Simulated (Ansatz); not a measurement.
A nudged elastic band was laid between two geometries of C$_{2}$H$_{9}$NOSSi (15 atoms, charge 0, multiplicity 1).

Method: RKS PBE0-D4/def2-SVP (Ansatz).

| Quantity | Value |
| --- | --- |
| movable images | 9 |
| climbing image | yes |
| spring | 5.0 eV/Å² |
| optimiser | quadratic models (default) |
| start path | through a guess of the saddle point |
| force threshold | 0.05 eV/Å |
| iteration limit | 52 |
| end points | relaxed |

First end point:

```xyz
15
Properties=species:S:1:pos:R:3
C 1.041 -0.943 1.685
C 1.268 -0.671 0.219
O 2.229 -1.554 -0.248
S -0.313 -0.900 -0.757
Si -1.004 1.139 -0.877
N -2.715 1.255 -1.029
H 1.991 -0.834 2.230
H 0.671 -1.969 1.822
H 0.307 -0.240 2.102
H 1.579 0.383 0.075
H 2.333 -1.408 -1.196
H -0.525 1.801 0.376
H -0.438 1.849 -2.064
H -3.126 1.238 -1.956
H -3.320 0.802 -0.354
```

Last end point:

```xyz
15
Properties=species:S:1:pos:R:3
C 1.465 -0.882 1.661
C 1.132 -0.783 0.192
O 1.753 -1.833 -0.467
S -0.712 -0.872 -0.087
Si -1.198 1.195 -0.455
N -2.538 1.381 -1.519
H 1.015 -0.053 2.222
H 2.559 -0.854 1.790
H 1.089 -1.831 2.068
H 1.452 0.200 -0.207
H 1.511 -1.786 -1.399
H -1.577 1.920 0.795
H 0.050 1.797 -1.023
H -2.551 0.905 -2.414
H -3.471 1.445 -1.127
```

Q: What changes between the two ends?

A: No bond is made or broken. The dihedral H9–C1–C2–S4 goes from -62 to 59°.

Q: Give the energies along the band, and the barrier.

A: The run converged. The highest image is number 4 of 0 to 10, 0.183 eV above the first end and 0.202 eV above the last; the last end lies 0.019 eV below the first. A vibrational analysis at the climbing image gives one clearly imaginary mode, 263i cm⁻¹, and a faint second one (27i cm⁻¹) that may be numerical noise or a soft torsion: probably a first-order saddle point.

```json
{"image": "0", "path coordinate (Å)": "0.00", "energy (eV)": "0.000", "dihedral H9–C1–C2–S4 (°)": "-62"}
{"image": "1", "path coordinate (Å)": "0.86", "energy (eV)": "-0.001", "dihedral H9–C1–C2–S4 (°)": "-62"}
{"image": "2", "path coordinate (Å)": "1.71", "energy (eV)": "0.000", "dihedral H9–C1–C2–S4 (°)": "-58"}
{"image": "3", "path coordinate (Å)": "2.57", "energy (eV)": "0.096", "dihedral H9–C1–C2–S4 (°)": "-30"}
{"image": "4", "path coordinate (Å)": "3.43", "energy (eV)": "0.183", "dihedral H9–C1–C2–S4 (°)": "0"}
{"image": "5", "path coordinate (Å)": "4.19", "energy (eV)": "0.110", "dihedral H9–C1–C2–S4 (°)": "26"}
{"image": "6", "path coordinate (Å)": "4.96", "energy (eV)": "0.013", "dihedral H9–C1–C2–S4 (°)": "51"}
{"image": "7", "path coordinate (Å)": "5.73", "energy (eV)": "-0.003", "dihedral H9–C1–C2–S4 (°)": "59"}
{"image": "8", "path coordinate (Å)": "6.49", "energy (eV)": "-0.009", "dihedral H9–C1–C2–S4 (°)": "60"}
{"image": "9", "path coordinate (Å)": "7.26", "energy (eV)": "-0.015", "dihedral H9–C1–C2–S4 (°)": "60"}
{"image": "10", "path coordinate (Å)": "8.02", "energy (eV)": "-0.019", "dihedral H9–C1–C2–S4 (°)": "59"}
```

Q: What is the geometry of the highest image?

A: 
```xyz
15
Properties=species:S:1:pos:R:3
C 1.021 -0.922 1.689
C 1.239 -0.742 0.190
O 2.123 -1.716 -0.251
S -0.354 -0.890 -0.789
Si -0.969 1.176 -0.843
N -2.670 1.360 -1.040
H 1.358 -0.040 2.251
H 1.609 -1.790 2.020
H -0.033 -1.105 1.930
H 1.629 0.272 -0.022
H 2.236 -1.610 -1.203
H -0.514 1.779 0.447
H -0.338 1.906 -1.984
H -3.052 1.353 -1.979
H -3.308 0.920 -0.386
```

Run time: 8.3 min on 2 threads of Intel(R) Xeon(R) 6975P-C (Granite Rapids), with other jobs on the host, peak memory 0.41 GiB.
